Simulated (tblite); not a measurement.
Compound: Si₅H₁₀.
Numbering: `[SiH2:1]1[SiH2:2][SiH2:3][SiH2:4][SiH2:5]1` (hydrogens: H6, H7 on Si1; H8, H9 on Si2; H10, H11 on Si3; H12, H13 on Si4; H14, H15 on Si5)

Computed with GFN2-xTB (tblite), gas phase: Langevin dynamics at 600 K from the optimised GFN2-xTB geometry, time step 0.5 fs, friction 0.01 fs⁻¹, 2000 steps.

Start geometry:
```
atom  x, y, z in Å
Si1     0.873    1.294    1.228
Si2     1.850   -0.636    0.348
Si3     0.269   -1.689   -1.012
Si4    -1.683   -0.407   -0.976
Si5    -1.310    1.437    0.408
H6      0.891    1.284    2.696
H7      1.651    2.491    0.887
H8      2.317   -1.532    1.413
H9      3.077   -0.323   -0.396
H10     0.017   -3.066   -0.570
H11     0.768   -1.858   -2.382
H12    -2.838   -1.193   -0.525
H13    -2.068    0.011   -2.329
H14    -1.528    2.698   -0.311
H15    -2.291    1.497    1.499
```

The statistics below take the 31 frames saved every 25 fs from 250 to 1000 fs; their kinetic temperature (all 3N coordinates) averages 590 K.

Question: Give the mean, spread and extremes of the bond lengths.

Answer: 
```csv
bond,start (Å),mean (Å),standard deviation (Å),shortest (Å),longest (Å)
Si1–Si2,2.336,2.355,0.059,2.261,2.477
Si2–Si3,2.336,2.358,0.064,2.245,2.485
Si3–Si4,2.336,2.384,0.101,2.203,2.585
Si4–Si5,2.336,2.392,0.126,2.192,2.778
Si1–Si5,2.336,2.349,0.057,2.249,2.499
Si1–H6,1.468,1.491,0.066,1.385,1.653
Si1–H7,1.468,1.481,0.042,1.416,1.570
Si2–H8,1.468,1.494,0.060,1.381,1.610
Si2–H9,1.468,1.485,0.049,1.382,1.611
Si3–H10,1.468,1.481,0.048,1.403,1.588
Si3–H11,1.468,1.488,0.055,1.404,1.583
Si4–H12,1.468,1.490,0.069,1.362,1.610
Si4–H13,1.468,1.493,0.074,1.368,1.695
Si5–H14,1.468,1.487,0.042,1.410,1.585
Si5–H15,1.468,1.497,0.058,1.400,1.590
```

Question: Give the same statistics for bond angles, one of each kind.

Answer: 
```tsv
angle	start (°)	mean (°)	standard deviation (°)	smallest (°)	largest (°)
Si2–Si1–Si5	108.0	105.1	5.8	94.2	117.2
Si2–Si1–H6	111.4	110.1	7.7	92.2	128.8
H6–Si1–H7	103.4	103.7	8.7	89.1	119.7
```

Question: How far does each atom move about its mean position (frames aligned on the start, all atoms weighted alike), and what rms force does it feel?

Answer: 
```csv
atom,rms displacement (Å),rms force (eV/Å)
Si1,0.31,1.50
Si2,0.28,1.49
Si3,0.22,1.52
Si4,0.22,2.06
Si5,0.29,1.64
H6,0.85,1.03
H7,0.88,0.80
H8,0.81,0.97
H9,0.77,0.81
H10,0.64,0.88
H11,0.57,0.87
H12,0.51,1.18
H13,0.52,1.17
H14,0.68,0.73
H15,0.69,0.91
```

The displacements run from 0.22 to 0.88 Å, the largest at H7.

Question: How widely does the potential energy scatter, against a harmonic estimate?

Answer: Mean 1.12 eV above the start, standard deviation 0.220 eV, range 0.68 to 1.77 eV. For 39 classical harmonic modes at 600 K the canonical values are 39kT/2 = 1.01 eV and kT·√(39/2) = 0.228 eV.

The run is classical and short, so these are rough statistics of one trajectory.

The cost below is that of the whole dynamics run. On Arm Neoverse V1, one thread, on a shared host, this took 20 s of wall time and 0.19 GiB of memory at its peak.
